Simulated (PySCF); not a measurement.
Compound: C₆H₁₀F₂.
Atom-mapped SMILES: `[F:1][C:2]1([F:3])[CH2:4][CH2:5][CH2:6][CH2:7][CH2:8]1`

Structure used (PBE0-D3(BJ)/def2-TZVP), in Å, numbered top down from 1:
```xyz
18
C6H10F2 angstrom
F      0.4641   -1.3152    1.6909
C     -0.0496   -1.3585    0.4185
F     -0.3485   -2.6721    0.1865
C     -1.3141   -0.5366    0.3733
C     -1.0076    0.9469    0.5337
C      0.0274    1.4107   -0.4824
C      1.3021    0.5833   -0.3853
C      1.0105   -0.9022   -0.5534
H     -1.7921   -0.7255   -0.5924
H     -1.9858   -0.9006    1.1541
H     -1.9303    1.5238    0.4342
H     -0.6305    1.1277    1.5456
H      0.2542    2.4694   -0.3307
H     -0.3889    1.3207   -1.4936
H      1.7693    0.7482    0.5911
H      2.0271    0.9018   -1.1385
H      0.6391   -1.1071   -1.5618
H      1.9026   -1.5130   -0.3973
```

Probes without a nucleus sit at each ring's centroid and 1 Å off its mean plane on both sides; NICS is minus the shielding there, NICSzz its component along the normal. Level: GIAO B97-2/pcSseg-2 (PySCF, non-relativistic, gas phase) on the PBE0-D3(BJ)/def2-TZVP geometry, one conformer.

Ring bond lengths (Å): C2–C4 1.509, C4–C5 1.523, C5–C6 1.523, C6–C7 1.523, C7–C8 1.523, C8–C2 1.509.

Question: What do the NICS probes read (ppm)?

Answer: 
```csv
ring,type,NICS(0),"NICS(1), two faces","NICS(1)zz, two faces",rms pucker (Å),"centre to ring atoms, mean (Å)"
C2–C4–C5–C6–C7–C8,6-membered carbocycle; formal bonds all single,-2.8,-2.2 / -1.7,2.8 / 2.6,0.23,1.47
```

Question: What do they say, and how far can they be read as aromaticity?

Answer: 
- C2–C4–C5–C6–C7–C8: mean NICS(1)zz 2.7 ppm, near zero. C2, C4, C5, C6, C7, C8 have four or more neighbours, and the NICS criterion for π rings isn't applied.

Question: Give the inner angles of the rings.

Answer: 
- C2–C4–C5–C6–C7–C8: C2 113.9°, C4 111.0°, C5 111.3°, C6 111.2°, C7 111.3°, C8 111.0°; sum 669.6° against 720° for a flat convex ring.

Question: How shielded are the nuclei of the rings and their hydrogens (means over atoms taken as equivalent)?

Answer: 
| atoms | environment | σ isotropic (ppm) | principal values of the symmetric part, first atom (ppm) |
| --- | --- | --- | --- |
| C2 | CF2 carbon | 54.9 | 38.0, 48.3, 78.4 |
| C4 (×2) | ring CH2 carbon | 147.3 | 138.5, 144.7, 158.7 |
| C5 (×2) | ring CH2 carbon | 158.1 | 151.4, 154.8, 168.1 |
| C6 | ring CH2 carbon | 156.4 | 152.7, 156.8, 159.7 |
| H9 (×4) | methylene hydrogen | 29.87 | 26.8, 28.6, 35.1 |
| H11 (×4) | methylene hydrogen | 29.99 | 24.9, 27.9, 37.0 |
| H13 (×2) | methylene hydrogen | 30.22 | 25.4, 27.8, 36.7 |

Question: How do the values depend on the level or the medium?

Answer: 
```tsv
level	NICS(0), C2–C4–C5–C6–C7–C8	mean NICS(1)zz, C2–C4–C5–C6–C7–C8
B97-2/pcSseg-2, gas	-2.8	2.7
KT3/pcSseg-2, gas	-2.6	2.8
PBE0/pcSseg-2, gas	-2.8	2.7
wB97X-D/pcSseg-2, gas	-2.7	2.7
WP04/pcSseg-2, IEF-PCM chloroform	-2.8	2.6
wB97X-D/pcSseg-2, IEF-PCM chloroform	-2.8	2.7
```

The geometry is the same throughout; the continuum's cavity takes Bondi-type radii × 1.2.

The run took 3.9 min wall, 6.4 min CPU on an Intel Xeon at 2.50 GHz with 2 threads, no GPU, shared host with 64 logical CPUs at a one-minute load of 63, and the process peaked at 2.6 GiB of memory. This is the whole shielding run at B97-2/pcSseg-2, SCF included.
